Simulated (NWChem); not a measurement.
System: BeSiH$_{3}$OBr; SMILES [SiH3][O][Be][Br]

The following NWChem deck was run.

```
start job
memory heap 200 mb stack 900 mb global 1100 mb
geometry units angstroms noautoz
  Be    -0.041282     0.024456     0.001853
  Br    -0.077141     1.988464     0.007308
  O     -0.014409    -1.391194    -0.006621
  Si     0.034418    -3.059213    -0.005742
  H     -0.688076    -3.587896    -1.213613
  H     -0.628486    -3.581846     1.238457
  H      1.464640    -3.521733    -0.039931
end
basis spherical
  * library def2-svp
end
dft
  xc xperdew91 perdew91
  iterations 150
  mulliken
end
task dft energy
```

Coordinates come from a PBE-D3(BJ)/def2-SVP optimisation.

### Question
What results follow from this input? (PW91/def2-SVP.) Quantities: energy (Ha); highest occupied level (eV); orbital gap (eV); dipole (D).

### Answer
```json
{
 "energy (Ha)": "-2955.19",
 "highest occupied level (eV)": "-7.25",
 "orbital gap (eV)": "6.02",
 "dipole (D)": "1.20"
}
```
